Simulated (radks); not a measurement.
The numbers below are computed, except where a source is named.
Ba31+, configuration [Ar] 3d7.

Level of theory: scalar-relativistic Kohn-Sham, SCAN, spin-polarised, spherical densities, finite nucleus; open shells are filled with parallel spins first (spin-orbit coupling, left out, can overturn this in heavy ions); meta-GGA in the generalised Kohn-Sham scheme; Fermi nuclear charge, rms radius 4.8378 fm (a radial shooting solver on a logarithmic mesh with Libxc functionals).

Energy parts (eV):
| part | energy |
|---|---|
| total | -205198.72 |
| kinetic | 217410.67 |
| electron-nucleus | -462774.81 |
| Hartree | 44376.77 |
| exchange-correlation | -4211.35 |

Orbitals (lengths in bohr, moments of r in powers of bohr; r(max) is where P^2 peaks):
| orbital | occ. | eigenvalue (eV) | r(max) |
|---|---|---|---|
| 1s up | 1 | -38616.37 | 0.01642 |
| 1s down | 1 | -38616.02 | 0.01642 |
| 2s up | 1 | -7186.455 | 0.09263 |
| 2s down | 1 | -7175.497 | 0.09259 |
| 2p up | 3 | -6577.092 | 0.07451 |
| 2p down | 3 | -6568.362 | 0.07445 |
| 3s up | 1 | -2396.159 | 0.2600 |
| 3s down | 1 | -2382.483 | 0.2604 |
| 3p up | 3 | -2199.208 | 0.2531 |
| 3p down | 3 | -2185.078 | 0.2535 |
| 3d up | 5 | -1932.673 | 0.2060 |
| 3d down | 2 | -1915.581 | 0.2062 |

The highest occupied level is 3d down at -1915.6 eV. Spin moment in Bohr magnetons: 3. Summed over all electrons, <r^2> = 1.311 bohr^2, which gives a Langevin (diamagnetic) susceptibility term of -1.04 x 10^-6 cm^3/mol. The density falls to 0.001 e/bohr^3 at r = 0.87 bohr.

Empty levels of this run are not shown, since the potential may be unsettled where no density lies.
